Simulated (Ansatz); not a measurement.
Reactions of AlBrH$_{4}$O$_{2}$Si, SMILES `[OH][Al]([Br])[O][SiH3]`.

Calculated with Ansatz (gas phase, PBE0-D4/def2-TZVP geometries, no zero-point term in ΔE). CBS: MP2 limit from def2 TZ/QZ plus the TZ coupled-cluster correction, frozen cores. This one scheme is used for every species. Functionals use def2-TZVPP. def2 core potentials past Kr. For Br, Ga, Sn outer-core shells are correlated without core-valence functions, which leaves a few kJ/mol of doubt a bond. Scalar relativity is left out up to krypton. One conformer a species, not always the lowest.

```json
{"reaction": "`[OH][Al]([Br])[O][SiH3]` + `[Cl][SnH]([Cl])[Cl]` → `[SiH3][Sn]([Cl])([Cl])[Cl]` + `[OH][Al]([OH])[Br]`", "MP2/CBS(def2) (kcal/mol)": "14.0", "ωB97X-V (kcal/mol)": "15.1"}
{"reaction": "`[OH][Al]([Br])[O][SiH3]` + H–F → `[OH][Al]([F])[Br]` + `O[SiH3]`", "MP2/CBS(def2) (kcal/mol)": "-4.4", "ωB97X-V (kcal/mol)": "-5.6"}
{"reaction": "`[OH][Al]([Br])[O][SiH3]` + `[OH][GaH][SH]` → `[SiH3][O][GaH][SH]` + `[OH][Al]([OH])[Br]`", "MP2/CBS(def2) (kcal/mol)": "0.9", "ωB97X-V (kcal/mol)": "1.1"}
{"reaction": "`[OH][Al]([Br])[O][SiH3]` + `C[SiH](N)O` → `[OH][Al]([OH])[Br]` + `C[SiH](N)O[SiH3]`", "MP2/CBS(def2) (kcal/mol)": "0.1", "ωB97X-V (kcal/mol)": "0.0"}
{"reaction": "`[OH][Al]([Br])[O][SiH3]` + H₂S → `[OH][Al]([SH])[O][SiH3]` + HBr", "MP2/CBS(def2) (kcal/mol)": "12.1", "ωB97X-V (kcal/mol)": "11.4"}
{"reaction": "`[OH][Al]([Br])[O][SiH3]` → `[OH][Al]([OH])[Br]` + `[SiH2]`", "MP2/CBS(def2) (kcal/mol)": "86.9", "ωB97X-V (kcal/mol)": "84.1"}
{"reaction": "`[OH][Al]([Br])[O][SiH3]` + `N[SiH2]CF` → `N[SiH2]C(F)[SiH3]` + `[OH][Al]([OH])[Br]`", "MP2/CBS(def2) (kcal/mol)": "28.5", "ωB97X-V (kcal/mol)": "27.6"}
{"reaction": "`[OH][Al]([Br])[O][SiH3]` + CH₃OH → `C[O][Al]([OH])[Br]` + `O[SiH3]`", "MP2/CBS(def2) (kcal/mol)": "5.9", "ωB97X-V (kcal/mol)": "5.7"}
{"reaction": "`[OH][Al]([Br])[O][SiH3]` + `NB(N)Br` → `[NH2][Al]([OH])[Br]` + `NB(Br)O[SiH3]`", "MP2/CBS(def2) (kcal/mol)": "8.9", "ωB97X-V (kcal/mol)": "8.7"}
{"reaction": "`[OH][Al]([Br])[O][SiH3]` + `NC[SiH2]S` → `NC[SiH2]S[SiH3]` + `[OH][Al]([OH])[Br]`", "MP2/CBS(def2) (kcal/mol)": "9.6", "ωB97X-V (kcal/mol)": "10.7"}
```

(1) Give the CCSD(T)/CBS values in the same order. (Estimate.)

Largest T1 diagnostic: 0.014, for `[SiH2]`.

## Answers

(1) Computed: 14.5, -4.6, 1.1, 0.2, 11.7, 82.0, 28.1, 6.2, 8.5, 10.6 kcal/mol.
